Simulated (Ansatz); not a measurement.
The same path of AlF$_{3}$H$_{2}$O (7 atoms, charge 0, multiplicity 1) was run 3 times with different band settings. Lost on the way: O5–H7. Made: F2–H7.

Level of theory: RHF/def2-SVP in Ansatz.

Relaxed end points:

```xyz
7
Properties=species:S:1:pos:R:3
Al 0.041 -0.021 0.118
F -0.038 0.611 1.644
F 1.445 0.203 -0.714
F -1.351 -0.097 -0.771
O 0.052 -1.886 0.661
H -0.596 -2.462 0.270
H 0.127 -2.071 1.590
```

```xyz
7
Properties=species:S:1:pos:R:3
Al -0.030 -0.404 -0.143
F 0.049 -0.044 1.796
F 1.400 0.167 -0.718
F -1.397 0.361 -0.643
O -0.127 -2.005 0.441
H -0.210 -2.854 0.048
H -0.005 -0.943 2.018
```

Common settings: optimiser quadratic models (default); start path through a guess of the saddle point; force threshold 0.05 eV/Å; iteration limit 60; end points relaxed.

| run | movable images | climbing image | spring |
| --- | --- | --- | --- |
| 1 | 5 | yes | 5.0 eV/Å² |
| 2 | 5 | yes | 50.0 eV/Å² |
| 3 | 4 | no | 5.0 eV/Å² |

(1) What does each run give, and how far can it be trusted?

Results:

(1) Run 1: converged after 14 iterations, highest image 1.330 eV above the first end. A vibrational analysis at the climbing image gives one clearly imaginary mode, 1001i cm⁻¹: a first-order saddle point.
Run 2: converged after 13 iterations, highest image 1.330 eV above the first end. Another band between the same ends (5 images) ends at a top of the same energy, where a vibrational analysis finds 1 clearly imaginary mode.
Run 3: converged after 10 iterations, highest image 1.233 eV above the first end. No image climbed, so the highest image needn't sit at the top of the path.
The orbitals stay closed-shell, which can raise the energy where a bond breaks towards radicals; this wasn't checked here.
